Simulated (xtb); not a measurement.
Job for xtb: GFN1-xTB on GeCl+, 2S+1 = 1, a point of a bond scan (R = 1.916 Å). Charge +1.

```
$ xtb mol.xyz --gfn 1 --sp --chrg 1 --uhf 0
2

Cl     0.00000000     0.00000000     0.00000000
Ge     0.00000000     0.00000000     1.91601600
```

The head of its log:

```
[...]
           -------------------------------------------------
          |                Calculation Setup                |
           -------------------------------------------------



           -------------------------------------------------
          |                 G F N 1 - x T B                 |
           -------------------------------------------------

        Reference                      10.1021/acs.jctc.7b00118
      * Hamiltonian:
        H0-scaling (s, p, d)           1.850000    2.250000    2.000000
        zeta-weighting                 0.000000
      * Dispersion:
        s8                             2.400000
        a1                             0.630000
        a2                             5.000000
        s9                             0.000000
      * Repulsion:
        kExp                           1.500000
        rExp                           1.000000
      * Coulomb:
        alpha                          2.000000
        third order                    atomic
        anisotropic                    false
      * Halogen bond correction:
        rad-scale                      1.300000
        damping                        0.440000


          ...................................................
          :                      SETUP                      :
          :.................................................:
          :  # basis functions                  20          :
          :  # atomic orbitals                  18          :
          :  # shells                            6          :
          :  # electrons                        10          :
          :  # halogen bonds                     0          :
          :  max. iterations                   250          :
          :  Hamiltonian                  GFN1-xTB          :
          :  restarted?                      false          :
          :  GBSA solvation                  false          :
          :  PC potential                    false          :
          :  electronic temp.          300.0000000     K    :
          :  accuracy                    1.0000000          :
          :  -> integral cutoff          0.2500000E+02      :
          :  -> integral neglect         0.1000000E-07      :
          :  -> SCF convergence          0.1000000E-05 Eh   :
          :  -> wf. convergence          0.2000000E-04 e    :
          :  Broyden damping             0.4000000          :
          :  net charge                          1          :
          :  unpaired electrons                  0          :
          ...................................................

 iter      E             dE          RMSdq      gap      omega  full diag
   1     -3.4387937 -0.343879E+01  0.224E+01    1.10       0.0  T
   2     -0.9592610  0.247953E+01  0.238E+01    0.07       1.0  T
```

Task: What total energy does the run end on?

Result: -5.4674 hartree.
